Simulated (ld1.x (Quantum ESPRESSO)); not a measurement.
## Transferability test, TM potential for Pt (Z = 78)

| Quantity | Value |
| --- | --- |
| Element | platinum |
| Generator | ld1.x (Quantum ESPRESSO) 7.5 |
| Type | norm-conserving Troullier–Martins (Kleinman–Bylander form) |
| Functional | PBE |
| Relativity | fully relativistic |
| Frozen core | [Kr] 4d10 4f14 |
| Valence charge | 18 |
| Reference configuration | 5s2 5p6 5d8 6s0 6p0 (charge +2) |
| Partial waves | 5s (bound): rc 1.35 bohr; 5p (bound): rc 1.15 bohr; 5d (bound): rc 1.80 bohr |
| Local potential | the d channel |
| Core correction | Bessel-smoothed model core inside 1.15 bohr |

Open shells are filled in proportion to 2j + 1 (rel_dist='average').

Energies are relative to the spin-unpolarised reference configuration 5s2 5p6 5d8 6s0 6p0; without spin polarisation the order of configurations can differ from experiment. The d channel is local and has no spin–orbit splitting in the pseudo-atom.

```
valence configuration  charge  ΔE all-electron (eV)  error AE − PS (meV)
  5s2 5p6 5d9 6s1 6p0       0               -29.192                 -597
  5s2 5p6 5d7 6s0 6p0      +3                32.214                  +19
  5s2 5p5 5d9 6s1 6p0      +1                33.956                 -892
  5s2 5p6 5d8 6s2 6p0       0               -28.172                -1319
  5s1 5p6 5d9 6s1 6p0      +1                79.128                -1077
```

**Question.** What are ΔE and the potential's error for 5s2 5p6 5d9 6s0 6p0?

**Answer.** ΔE = -19.981 eV all-electron; the error (AE − PS) is -22 meV.

**Question.** What are ΔE and the potential's error for 5s2 5p6 5d6 6s0 6p0?

**Answer.** ΔE = 77.846 eV all-electron; the error (AE − PS) is +31 meV.

Levels in the configuration 5s2 5p6 5d9 6s1 6p0:

```csv
level,all-electron (eV),pseudo (eV)
5s j=1/2,-101.578,-101.824
5p j=1/2,-66.893,-67.136
5p j=3/2,-51.972,-52.210
5d j=3/2,-6.976,-6.354
5d j=5/2,-5.648,-6.354
6s j=1/2,-5.675,-5.225
```

The potential misses its own reference levels by up to 0.9 eV.
